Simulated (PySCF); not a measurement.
C₂H₇FSi₂, SMILES F/C=C\[SiH2][SiH3]. Atoms are numbered in the order given.

```xyz
12

F     -1.9022     1.1361    -0.2276
C     -1.8329     0.4374     0.9223
C     -0.9670    -0.5749     1.0851
Si     0.2499    -1.1142    -0.2458
Si     1.9087     0.5350    -0.5150
H     -2.5602     0.8069     1.6667
H     -0.9819    -1.0734     2.0677
H      0.8809    -2.4120     0.1830
H     -0.4510    -1.3380    -1.5597
H      2.6485     0.7377     0.7815
H      2.9034     0.1504    -1.5793
H      1.2596     1.8365    -0.9042
```

Geometry optimised at PBE-D3(BJ)/def2-SVP. The structure was generated by enumeration; whether it is a known compound was not checked. Other conformers were not sampled.

Computed with PBE-D3(BJ)/def2-SVP (PySCF).

Frequencies are harmonic and unscaled.

Estimate the vibrational spectrum. (An estimate is asked for; the answer gives what the named calculation found.)


```tsv
mode	ν (cm⁻¹)	IR (km/mol)	moving atoms (share of kinetic energy)
1	27	0.6	F 43 %, Si 33 %, H 16 %, C 9 %
2	91	0.1	H 73 %, F 10 %, Si 10 %
3	108	0.7	H 46 %, Si 26 %, C 24 %
4	159	3.1	F 40 %, Si 31 %, H 16 %, C 12 %
5	334	11.9	H 89 %
6	358	17.5	C 46 %, H 40 %, Si 9 %
7	410	3.7	Si 68 %, H 27 %
8	502	8.8	H 63 %, Si 22 %, C 10 %
9	536	6.6	H 65 %, Si 18 %, C 12 %
10	609	2.5	C 43 %, Si 29 %, H 22 %
11	659	9.3	H 67 %, C 18 %, Si 11 %
12	729	19.5	H 78 %, C 16 %
13	752	267.3	H 82 %, C 10 %
14	784	62.0	H 44 %, C 41 %, F 9 %
15	838	77.4	H 86 %, Si 11 %
16	891	17.3	H 96 %
17	901	26.4	H 97 %
18	904	0.5	H 76 %, C 24 %
19	910	79.7	H 96 %
20	1000	55.2	H 59 %, F 21 %, C 19 %
21	1190	44.8	H 47 %, C 34 %, F 19 %
22	1311	0.1	H 75 %, C 25 %
23	1644	128.9	C 93 %
24	2146	81.3	H 99 %
25	2152	21.3	H 98 %
26	2159	20.5	H 96 %
27	2163	113.3	H 96 %
28	2169	143.7	H 96 %
29	3101	7.8	H 92 %, C 8 %
30	3129	5.0	H 91 %, C 9 %
```
